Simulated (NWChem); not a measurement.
Program: NWChem. System: H$_{3}$NSSn, charge 0, spin multiplicity 1, at a geometry optimised with PBE/def2-SVP with def2 effective core potentials on Sn. The structure started from a generated list of species. Level: LC-wPBE (omega 0.3 per bohr)/def2-TZVP with def2 effective core potentials on Sn.

The NWChem input:

```
start mol
memory heap 200 mb stack 800 mb global 1000 mb
geometry units angstroms nocenter noautoz
  Sn     0.066195    -0.593807     0.000000
  N     -1.918828    -0.073056     0.000000
  H     -2.675078    -0.763104     0.000000
  H     -2.289914     0.882027     0.000000
  S      0.810015     1.790178     0.000000
  H      2.126792     1.439973     0.000000
  symmetry group Cs
end
basis spherical
  * library def2-tzvp
end
ecp
  Sn library def2-ecp
end
dft
  xc xwpbe 1.00 cpbe96 1.0 hfexch 1.00
  cam 0.3 cam_alpha 0.00 cam_beta 1.00
  direct
  iterations 100
end
task dft energy
```

Part of the output:

```
             Northwest Computational Chemistry Package (NWChem) 7.3.0
             --------------------------------------------------------

                                NWChem Input Module
                                -------------------

 Scaling coordinates for geometry "geometry" by  1.889725989
 (inverse scale =  0.529177249)

 Turning off AUTOSYM since
 SYMMETRY directive was detected!

                             Geometry "geometry" -> ""
                             -------------------------

 Output coordinates in angstroms (scale by  1.889725989 to convert to a.u.)

  No.       Tag          Charge          X              Y              Z
 ---- ---------------- ---------- -------------- -------------- --------------
    1 Sn                  50.0000     0.06619500    -0.59380700     0.00000000
    2 N                    7.0000    -1.91882800    -0.07305600     0.00000000
    3 H                    1.0000    -2.67507800    -0.76310400     0.00000000
    4 H                    1.0000    -2.28991400     0.88202700     0.00000000
    5 S                   16.0000     0.81001500     1.79017800     0.00000000
    6 H                    1.0000     2.12679200     1.43997300     0.00000000

 Effective nuclear repulsion energy (a.u.)     325.4129328083

            Nuclear Dipole moment (a.u.)
            ----------------------------
        X                 Y               Z
 ---------------- ---------------- ----------------
    -0.0000113384     0.0000037795     0.0000000000

      Symmetry information
      --------------------

 Group name             Cs
 Group number              2
 Group order               2
 No. of unique centers     6

      Symmetry unique atoms

     1    2    3    4    5    6


 Summary of "ao basis" -> "" (spherical)
 ------------------------------------------------------------------------------
       Tag                 Description            Shells   Functions and Types
 ---------------- ------------------------------  ------  ---------------------
 *                         def2-tzvp                  on all atoms

 Summary of "ao basis" -> "ao basis" (spherical)
 ------------------------------------------------------------------------------
       Tag                 Description            Shells   Functions and Types
 ---------------- ------------------------------  ------  ---------------------
 Sn                        def2-tzvp                16       50   6s5p3d2f
 N                         def2-tzvp                11       31   5s3p2d1f
 H                         def2-tzvp                 4        6   3s1p
 S                         def2-tzvp                13       37   5s5p2d1f

 Summary of "ao basis" -> "ao basis" (spherical)
 ------------------------------------------------------------------------------
       Tag                 Description            Shells   Functions and Types
 ---------------- ------------------------------  ------  ---------------------
 Sn                        def2-tzvp                16       50   6s5p3d2f
 N                         def2-tzvp                11       31   5s3p2d1f
 H                         def2-tzvp                 4        6   3s1p
 S                         def2-tzvp                13       37   5s5p2d1f

      Symmetry analysis of basis
      --------------------------

        a'         94
        a"         42

  int_init: cando_txs set to always be  F

            General Information
            -------------------
          SCF calculation type: DFT
          Wavefunction type:  closed shell.
          No. of atoms     :     6
          No. of electrons :    48
           Alpha electrons :    24
            Beta electrons :    24
          Charge           :     0
          Spin multiplicity:     1
          Use of symmetry is: on ; symmetry adaption is: on
          Maximum number of iterations: 100
          This is a Direct SCF calculation.
          AO basis - number of functions:   136
                     number of shells:    52
          Convergence on energy requested:  1.00D-06
          Convergence on density requested:  1.00D-05
          Convergence on gradient requested:  5.00D-04

              XC Information
              --------------
                     Hartree-Fock (Exact) Exchange  1.000
                     LC-wPBE(h)Exchange Functional  1.000
            Perdew 1991 LDA Correlation Functional  1.000 local
           PerdewBurkeErnz. Correlation Functional  1.000 non-local

           Range-Separation Parameters
           ---------------------------
           Alpha           :  0.00
           Beta            :  1.00
           Gamma           :  0.30
           Short-Range HF  :     F

             Grid Information
             ----------------
          Grid used for XC integration:  medium
          Radial quadrature: Mura-Knowles
          Angular quadrature: Lebedev.
          Tag              B.-S. Rad. Rad. Pts. Rad. Cut. Ang. Pts.
          ---              ---------- --------- --------- ---------
          Sn                  1.45      123          10.0       590
          N                   0.65       49          12.0       434
          H                   0.35       45          13.0       434
          S                   1.00       88          12.0       590
          Grid pruning is: on
          Number of quadrature shells:   395
          Spatial weights used:  Erf1

          Convergence Information
          -----------------------
          Convergence aids based upon iterative change in
          total energy or number of iterations.
          Levelshifting, if invoked, occurs when the
          HOMO/LUMO gap drops below (HL_TOL):  1.00D-02
          DIIS, if invoked, will attempt to extrapolate
          using up to (NFOCK): 10 stored Fock matrices.

                    Damping( 0%)  Levelshifting(0.5)       DIIS
                  --------------- ------------------- ---------------
          dE  on:    start            ASAP                start
          dE off:    2 iters        100 iters           100 iters

      Screening Tolerance Information
      -------------------------------
          Density screening/tol_rho:  1.00D-10
          AO Gaussian exp screening on grid/accAOfunc:  14
          CD Gaussian exp screening on grid/accCDfunc:  20
          XC Gaussian exp screening on grid/accXCfunc:  20
          Schwarz screening/accCoul:  1.00D-08

      Superposition of Atomic Density Guess
      -------------------------------------

 Sum of atomic energies:        -702.40258445

      Non-variational initial energy
      ------------------------------

 Total energy =    -667.158386
 1-e energy   =   -1327.598772
 2-e energy   =     496.339973
 HOMO         =      -0.266940
 LUMO         =      -0.040187

      Symmetry analysis of molecular orbitals - initial
      -------------------------------------------------

  Numbering of irreducible representations:

     1 a'          2 a"

  Orbital symmetries:

     1 a'          2 a'          3 a'          4 a'          5 a'
     6 a"          7 a'          8 a'          9 a'         10 a"
    11 a'         12 a'         13 a'         14 a"         15 a"
    16 a'         17 a'         18 a'         19 a'         20 a'
    21 a'         22 a"         23 a"         24 a'         25 a"
    26 a'         27 a'         28 a'         29 a'         30 a'
    31 a"         32 a'         33 a'         34 a'

   convergence    iter        energy       DeltaE   RMS-Dens  Diis-err    time
 ---------------- ----- ----------------- --------- --------- ---------  ------
 d= 0,ls=0.0,diis     1   -668.8901828170 -8.33D+02  8.46D-03  1.05D+00    27.5
 d= 0,ls=0.0,diis     2   -668.9024676459 -1.23D-02  3.23D-03  6.26D-01    52.1
 d= 0,ls=0.0,diis     3   -668.9605966592 -5.81D-02  1.08D-03  9.71D-02    78.3
 d= 0,ls=0.0,diis     4   -668.9699242388 -9.33D-03  3.16D-04  2.36D-03   101.4
 d= 0,ls=0.0,diis     5   -668.9702100896 -2.86D-04  1.23D-04  1.31D-04   122.4
  Resetting Diis
 d= 0,ls=0.0,diis     6   -668.9702333354 -2.32D-05  5.34D-05  1.16D-05   148.7
 d= 0,ls=0.0,diis     7   -668.9702366283 -3.29D-06  1.58D-05  1.14D-06   174.5
 d= 0,ls=0.0,diis     8   -668.9702369768 -3.48D-07  5.30D-06  7.45D-07   197.0

         Total DFT energy =     -668.970236976796
      One electron energy =    -1330.648094070042
           Coulomb energy =      549.167205185479
    Exchange-Corr. energy =      -51.589760442830
 Nuclear repulsion energy =      164.100412350597

 Numeric. integr. density =       47.999994677156

     Total iterative time =    193.3s

                  Occupations of the irreducible representations
                  ----------------------------------------------

                     irrep           alpha         beta
                     --------     --------     --------
                     a'               18.0         18.0
                     a"                6.0          6.0

                       DFT Final Molecular Orbital Analysis
                       ------------------------------------

 Vector   22  Occ=2.000000D+00  E=-3.653811D-01  Symmetry=a"
              MO Center= -8.8D-01,  3.9D-01, -2.2D-14, r^2= 3.5D+00
   Bfn.  Coefficient  Atom+Function         Bfn.  Coefficient  Atom+Function
  ----- ------------  ---------------      ----- ------------  ---------------
    58      0.314821  2 N  pz                61      0.274383  2 N  pz
   110      0.269883  5 S  pz                64      0.260128  2 N  pz
   113      0.185256  5 S  pz                12     -0.137996  1 Sn pz
    18      0.137328  1 Sn pz                15      0.127803  1 Sn pz
   107      0.117621  5 S  pz               101     -0.101740  5 S  pz

 Vector   23  Occ=2.000000D+00  E=-3.326288D-01  Symmetry=a"
              MO Center= -7.8D-02,  1.1D+00, -9.2D-15, r^2= 3.8D+00
   Bfn.  Coefficient  Atom+Function         Bfn.  Coefficient  Atom+Function
  ----- ------------  ---------------      ----- ------------  ---------------
   110      0.423940  5 S  pz               113      0.318991  5 S  pz
    58     -0.248783  2 N  pz                64     -0.218373  2 N  pz
    61     -0.214669  2 N  pz               107      0.190131  5 S  pz
   101     -0.160978  5 S  pz               104     -0.071033  5 S  pz
    25      0.058831  1 Sn d  1              35     -0.036963  1 Sn d  1

 Vector   24  Occ=2.000000D+00  E=-3.309065D-01  Symmetry=a'
              MO Center=  3.9D-01,  1.5D-01,  1.8D-15, r^2= 4.4D+00
   Bfn.  Coefficient  Atom+Function         Bfn.  Coefficient  Atom+Function
  ----- ------------  ---------------      ----- ------------  ---------------
     6      0.396799  1 Sn s                  5      0.356503  1 Sn s
   109      0.357815  5 S  py                 2      0.279613  1 Sn s
   112      0.261230  5 S  py                 3     -0.236421  1 Sn s
    11      0.225932  1 Sn py                17     -0.225066  1 Sn py
    14     -0.212307  1 Sn py                 1     -0.176600  1 Sn s

 Vector   25  Occ=0.000000D+00  E=-4.763194D-03  Symmetry=a"
              MO Center=  6.8D-02, -5.4D-01, -2.5D-15, r^2= 4.4D+00
   Bfn.  Coefficient  Atom+Function         Bfn.  Coefficient  Atom+Function
  ----- ------------  ---------------      ----- ------------  ---------------
    21      0.478826  1 Sn pz                18      0.448514  1 Sn pz
    12     -0.316639  1 Sn pz                15      0.294245  1 Sn pz
    64     -0.228110  2 N  pz               113     -0.215539  5 S  pz
    58     -0.156740  2 N  pz               110     -0.125056  5 S  pz
    61     -0.118182  2 N  pz               107     -0.076219  5 S  pz

 Vector   26  Occ=0.000000D+00  E= 4.386618D-02  Symmetry=a'
              MO Center= -3.7D-02, -7.3D-01, -3.1D-15, r^2= 6.7D+00
   Bfn.  Coefficient  Atom+Function         Bfn.  Coefficient  Atom+Function
  ----- ------------  ---------------      ----- ------------  ---------------
    19      0.703383  1 Sn px                55      0.571575  2 N  s
    20      0.565844  1 Sn py                98     -0.294140  5 S  s
   112      0.279108  5 S  py                90     -0.252799  4 H  s
    16      0.214958  1 Sn px               133     -0.193626  6 H  s
    13      0.184216  1 Sn px                10     -0.179224  1 Sn px

 Vector   27  Occ=0.000000D+00  E= 7.598887D-02  Symmetry=a'
              MO Center=  9.3D-02, -6.0D-01,  1.1D-15, r^2= 8.2D+00
   Bfn.  Coefficient  Atom+Function         Bfn.  Coefficient  Atom+Function
  ----- ------------  ---------------      ----- ------------  ---------------
    55      0.948553  2 N  s                 20     -0.840793  1 Sn py
    19      0.726608  1 Sn px                 6     -0.628150  1 Sn s
   111     -0.372632  5 S  px                98      0.345199  5 S  s
    84     -0.291446  3 H  s                  5     -0.285551  1 Sn s
   112     -0.218316  5 S  py                 2     -0.212375  1 Sn s

 center of mass
 --------------
 x =   0.04497825 y =  -0.13844141 z =   0.00000000

 moments of inertia (a.u.)
 ------------------
         523.784869493112        -168.160181827779           0.000000000000
        -168.160181827779         321.442397168148           0.000000000000
           0.000000000000           0.000000000000         845.227266661260

     Multipole analysis of the density
     ---------------------------------

     L   x y z        total         alpha         beta         nuclear
     -   - - -        -----         -----         ----         -------
     0   0 0 0      0.000000    -24.000000    -24.000000     48.000000

     1   1 0 0     -0.211532      1.645505      1.645505     -3.502543
     1   0 1 0     -0.895670    -16.157692    -16.157692     31.419714
     1   0 0 1      0.000000      0.000000      0.000000      0.000000

     2   2 0 0    -28.937741   -109.621105   -109.621105    190.304470
     2   1 1 0     -0.226241    -47.254338    -47.254338     94.282434
     2   1 0 1      0.000000      0.000000      0.000000      0.000000
     2   0 2 0    -35.642095   -129.424533   -129.424533    223.206971
     2   0 1 1     -0.000000     -0.000000     -0.000000      0.000000
     2   0 0 2    -33.871642    -16.935821    -16.935821      0.000000

 Task  times  cpu:      197.1s     wall:      197.1s

 Total times  cpu:      197.1s     wall:      197.1s
```
